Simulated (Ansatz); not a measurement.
`C[SiH](C)N([SiH](C)C)[Si](C)(C)C`, 34 atoms. Charge 0, multiplicity 1. All runs use 10 threads of an AMD EPYC 7R13 on a shared host and a whole NVIDIA H100 80 GB. Correlated methods freeze the cores.

(1) Give the basis size and wall time and peak host memory of each of these runs in Ansatz. RKS ωB97M-V/def2-TZVPP energy and forces; direct RPA on PBE orbitals/def2-TZVPP energy; RKS BLYP-D4/def2-TZVPP energy; RKS ωB97M-V/def2-QZVPP energy; RKS PBE0-D4/def2-QZVPP energy; RKS revPBE-D4/def2-TZVPP energy; RKS B97M-V/def2-TZVPP energy; RHF-CCSD(T)/def2-TZVPP energy; RHF-MP2/def2-QZVPP energy; RHF-CCSD(T)/def2-SVP energy; RKS PBE0-D4/def2-TZVP relaxation (8 steps); RKS ωB97M-V/def2-SVP energy. (Best estimate.)

Results:

(1) Ansatz gave: Other jobs shared the machine, so times are rough.

| level | job | functions | wall time | peak host memory (GiB) |
| --- | --- | --- | --- | --- |
| RKS ωB97M-V/def2-SVP | energy | 281 | 2.7 s | 1.1 |
| RKS BLYP-D4/def2-TZVPP | energy | 696 | 2.7 s | 1.3 |
| RKS revPBE-D4/def2-TZVPP | energy | 696 | 3 s | 1.3 |
| RKS B97M-V/def2-TZVPP | energy | 696 | 3.9 s | 1.4 |
| RHF-CCSD(T)/def2-SVP | energy | 281 | 5.5 s | 0.88 |
| RKS PBE0-D4/def2-QZVPP | energy | 1356 | 5.5 s | 2.1 |
| RKS ωB97M-V/def2-TZVPP | energy and forces | 696 | 5.5 s | 1.7 |
| direct RPA on PBE orbitals/def2-TZVPP | energy | 696 | 6 s | 4.8 |
| RKS ωB97M-V/def2-QZVPP | energy | 1356 | 8.5 s | 2.3 |
| RHF-MP2/def2-QZVPP | energy | 1356 | 9 s | 2.3 |
| RKS PBE0-D4/def2-TZVP | relaxation (8 steps) | 497 | 17 s | 1.4 |
| RHF-CCSD(T)/def2-TZVPP | energy | 696 | 2.4 min | 4.6 |
